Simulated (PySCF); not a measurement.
A database entry of computed molecular properties. Lists by class give the value and the number of equivalent atoms.

```json
{
 "name": "4-isopropylaniline",
 "formula": "C9H13N",
 "smiles": "CC(C)c1ccc(N)cc1",
 "charge": 0,
 "multiplicity": 1,
 "geometry_level": "GFN2-xTB",
 "electronic_structure_code": "PySCF",
 "results": {
  "GFN2-xTB geometry": {
   "rotational_constants_GHz": [3.323, 0.746, 0.7]
  },
  "PBE0/pcSseg-1 ground state and GIAO shieldings, non-relativistic": {
   "dipole_D": 1.55,
   "homo_eV": -5.68,
   "lumo_eV": 0.05,
   "shift_vs_computed_TMS_C_by_class_ppm": [
    [150.6, 1],
    [142.7, 1],
    [132.9, 2],
    [116.9, 2],
    [39.5, 1],
    [27.4, 2]
   ],
   "shift_vs_computed_TMS_H_by_class_ppm": [
    [7.28, 2],
    [6.69, 2],
    [3.3, 2],
    [2.48, 1],
    [1.19, 6]
   ],
   "shielding_other_nuclei_by_class_ppm": [
    ["N", 192.7, 1]
   ]
  }
 }
}
```

With B = h/(8π²I), that is 505.379 GHz u Å² over I, the principal moments of inertia are 152.1, 677.9 and 721.6 u Å² (most abundant isotopes); the inertial defect Ic − Ia − Ib is -108.4 u Å² (zero for a rigid planar frame, negative otherwise). The rotational constants make it an asymmetric top with κ = (2B − A − C)/(A − C) = -0.97, nearer the prolate limit (−1). In atomic units the dipole is 0.61 e·bohr (1 au = 2.5417 D).

Isolated species at its GFN2-xTB geometry (one conformer only). NMR classes are plain means over equivalent atoms (diastereotopic ones count apart unless rotation or inversion swaps them), as if these changed places fast; in this geometry the members of some classes differ.

Shape of the structure used: `[CH3:1][CH:2]([CH3:3])[c:4]1[cH:5][cH:6][c:7]([NH2:8])[cH:9][cH:10]1`: C1–C2–C4–C5 -117°, H–N8–C7–C6 -161°, H–N8–C7–C6 -23°.
